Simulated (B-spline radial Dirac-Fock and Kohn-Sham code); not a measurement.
Binding energies of Ho³⁹⁺ at several levels of theory

System: the Ho³⁹⁺ ion, 1s2 2s2 2p6 3s2 3p6 3d10.

The density-functional columns are spherical, spin-unpolarised Dirac-Kohn-Sham results without Breit or QED terms: −ε is minus the orbital energy of the initial state and ΔSCF the difference of two total energies. The reference in the last column comes from multi-electron Dirac-Fock with separately optimised hole states, Breit and Lamb-shift corrections added in first order. All numbers are from a radial B-spline solver, in eV; a selection of levels is shown. The Kohn-Sham columns are given as differences from the reference. For the 1s level of heavy atoms much of the gap between ΔSCF and the reference is the Breit and QED part, -250.3 eV here; for other levels the error of the functional can be larger.

| level | LDA −ε − DF | LDA ΔSCF − DF | Dirac-Fock |
| --- | --- | --- | --- |
| K | -276.9 | +239.7 | 57416.8 |
| L1 | -172.2 | -54.9 | 11153.4 |
| L2 | -131.5 | +10.7 | 10680.4 |
| L3 | -140.4 | -11.1 | 9828.7 |
| M1 | -90.6 | -40.4 | 3785.2 |
| M2 | -74.8 | -22.2 | 3582.7 |
| M3 | -74.0 | -24.0 | 3393.6 |
| M4 | -54.6 | +1.9 | 3059.2 |
| M5 | -55.7 | -0.1 | 3018.3 |

For the outermost level NIST gives 3018 ± 4 eV (theoretical); the differences from it are LDA −ε -55.33, LDA ΔSCF +0.21, Dirac-Fock +0.34 eV.

Values without a named source are computed, but for edge energies of neutral atoms, which are taken from tables.
